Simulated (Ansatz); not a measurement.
A search over several starts for the lowest SCF solution of the cluster K₄Bi₂⁺ at the given spin, in a small basis.

```yaml
crystal:
  periodic: [false, false, false]
  atoms:
    - {symbol: K, position_ang: [1.780739, 3.500659, 0.994446]}
    - {symbol: K, position_ang: [-3.077228, 1.768968, 0.703711]}
    - {symbol: K, position_ang: [0.561754, -0.772996, -0.250071]}
    - {symbol: K, position_ang: [5.272051, 0.723662, -0.012352]}
    - {symbol: Bi, position_ang: [-3.103974, -1.601636, -0.278194]}
    - {symbol: Bi, position_ang: [-1.433341, -3.618658, -1.157530]}
basis:
  gaussian: {orbitals: def2-SVP, initial_orbitals: start.molden}
total_charge: 1
magnetization: {spin_polarized: true, initial_magnetization: 1}
hamiltonian: {xc: pbe0, dispersion: d4}
output: {orbitals: {seedname: orbitals}}
```

The file start.molden holds the orbitals of an earlier run on this structure, at another level or in another basis.

```sh
$ ansatz run in.yaml --threads 4 --pin off --events-out ev --progress --plain --max-ram 4787MiB
```

It prints (some lines left out):

```
Functional definition: PBE0
1578 factors; integrals over basis functions are off by at most 5.3e-4 eV
mean field evaluation 1: about -76927.4749 eV, gradient 1.0e2 eV
mean field evaluation 2: about -76938.0677 eV, gradient 1.3e1 eV
mean field evaluation 4: about -76948.1506 eV, gradient 5.6e0 eV
mean field evaluation 8: about -76951.4683 eV, gradient 4.9e-1 eV
mean field evaluation 16: about -76951.4763 eV, gradient 3.8e-4 eV
mean field evaluation 32: about -76951.4763 eV, gradient 5.0e-6 eV
mean field evaluation 64: about -76951.4905 eV, gradient 2.6e-6 eV
mean field evaluation 96: about -76950.8110 eV, gradient 7.4e-1 eV
mean field -76951.49052540 eV, -2827.9151172149 hartree, gradient 2.6e-6 eV, S^2 1.093904; 11 other end points of the search recorded, 0 dependent functions left out
reference -76951.49062774 eV, -2827.9151209756 hartree; 61, 60 occupied and 87, 88 virtual orbitals, 1578 factors
Total energy: -76951.64347871 eV, -2827.9207381453 hartree
```

It took 67 s on 4 threads of Arm Neoverse V1 on a shared host, peak host memory 1.1 GiB.

Other converged states that the search met: 0.01 eV higher (⟨S²⟩ = 1.01).

In the def2 sets Bi takes a core potential; there is no spin–orbit coupling. The charge 1 doublet is spin-contaminated (final ⟨S²⟩ up to 1.09, 0.75 for a pure state). The geometry of the doublet was relaxed on an unsound state (⟨S²⟩ 1.39, where a pure state has 0.75). Another isomer (doublet) lies 2.24 eV lower at PBE0-D4/def2-TZVP; other spin states weren't run for this one.
